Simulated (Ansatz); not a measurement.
Reaction (redistribution): `CC[N](C)[Zr]([OH])([F])[O]C` + `C#[C][Sn]([Cl])([Cl])[Cl]` → `C#[C][Zr]([OH])([F])[O]C` + `CC[N](C)[Sn]([Cl])([Cl])[Cl]`

Gas-phase electronic energies from Ansatz, PBE0-D4/def2-TZVP geometries. CBS: MP2 limit from def2 TZ/QZ plus the TZ coupled-cluster correction, frozen cores. DFT in def2-TZVPP. HSE06 is defined as in plane-wave codes. Elements past krypton have def2 core potentials. For Sn, Zr outer-core shells are correlated without core-valence functions, which leaves a few kJ/mol of doubt a bond. One conformer a species, not always the lowest.

`CC[N](C)[Zr]([OH])([F])[O]C`:

Cartesian coordinates in Å:
```
C -0.309 2.001 -0.618
C 1.092 1.423 -0.547
N 1.096 -0.021 -0.528
C 2.436 -0.559 -0.454
Zr -0.580 -1.183 -0.573
O 0.044 -3.013 -0.581
F -1.608 -0.773 -2.160
O -1.704 -0.823 0.942
C -2.381 -0.361 2.061
H -0.903 1.713 0.255
H -0.833 1.672 -1.521
H -0.275 3.091 -0.641
H 1.602 1.811 0.350
H 1.676 1.784 -1.408
H 2.955 -0.226 0.457
H 3.044 -0.239 -1.312
H 2.417 -1.651 -0.448
H -0.055 -3.943 -0.396
H -2.281 -1.068 2.892
H -1.986 0.608 2.389
H -3.447 -0.239 1.842
```

`C#[C][Sn]([Cl])([Cl])[Cl]`:

```xyz
7

C     1.433   -0.470    1.638
C     0.657   -0.217    0.753
Sn   -0.660    0.216   -0.754
Cl    0.401    1.296   -2.477
Cl   -2.348    1.570    0.005
Cl   -1.603   -1.701   -1.588
H     2.119   -0.695    2.423
```

`C#[C][Zr]([OH])([F])[O]C`:

```xyz
12

C    -1.862   -0.200   -2.796
C    -1.193    0.234   -1.878
Zr   -0.007    1.058   -0.210
O     1.682    1.637   -0.891
F    -0.935    2.522    0.599
O     0.189   -0.337    1.058
C     0.442   -1.325    2.005
H    -2.450   -0.580   -3.601
H     2.606    1.779   -1.073
H     1.510   -1.560    2.039
H     0.124   -0.991    2.998
H    -0.108   -2.236    1.751
```

`CC[N](C)[Sn]([Cl])([Cl])[Cl]`:

Z-matrix (Å, degrees):
```
C
C 1 1.512
H 1 1.091 2 111.2
H 1 1.096 2 112.1 3 121.5
H 1 1.091 2 110.1 3 -120.3
N 2 1.454 1 113.2 3 -55.0
H 2 1.102 1 109.9 3 179.7
H 2 1.098 1 109.2 3 63.4
Sn 6 2.003 2 117.6 1 -44.2
C 6 1.452 2 112.5 1 176.0
Cl 9 2.305 6 108.5 2 -162.9
Cl 9 2.301 6 112.6 2 79.3
Cl 9 2.319 6 114.3 2 -42.4
H 10 1.099 6 113.3 2 56.5
H 10 1.091 6 111.0 2 178.7
H 10 1.096 6 108.7 2 -63.2
```

| level | ΔE (kcal/mol) |
| --- | --- |
| PBE-D4 | 6.6 |
| HSE06-D4 | 7.4 |
| r2SCAN0 | 7.6 |
| MP2/CBS(def2) | 7.1 |

(1) What does CCSD(T)/CBS give? (Best estimate.)

Largest T1 diagnostic among the species: 0.017.

## Answers

(1) Computed: +7.2 kcal/mol. The listed levels differ from it by -0.6, 0.2, 0.4, -0.1 kcal/mol.

Leaving LDA and LC-ωPBE aside and taking each functional with its dispersion term where it has one, the values, not all of them listed here, spread over 2.2 kcal/mol, from BLYP-D4 to PBE-QIDH. LDA lies +0.8 kcal/mol from PBE without D4. From PBE to PBE0 (25 % exact exchange), in def2-TZVPP and without D4, ΔE moves by +0.8 kcal/mol. At CCSD(T), def2-SVP lies +1.6 kcal/mol from the extrapolated value and def2-TZVPP +1.1 kcal/mol.
